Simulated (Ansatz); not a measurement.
`C=CCS[SiH3]`, charge 0, multiplicity 1.

**Question.** Give a relaxed structure at PBE0-D4/def2-TZVP (Ansatz 0.2.0). (An estimate is asked.)

**Answer.** The calculation gave: 
Cartesian coordinates in Å:
```
C -1.8084 0.4846 -0.2944
C -0.6277 1.0034 -0.6042
C 0.4502 0.2540 -1.2982
S 1.9591 0.0833 -0.2703
Si 1.1502 -0.9179 1.4283
H -2.0631 -0.5384 -0.5535
H -2.5610 1.0637 0.2272
H -0.3915 2.0261 -0.3215
H 0.1124 -0.7379 -1.6034
H 0.7958 0.7869 -2.1875
H 0.3491 -0.0357 2.3135
H 2.3349 -1.4145 2.1722
H 0.2999 -2.0575 0.9919
```
This is one stationary point; other conformers may exist.
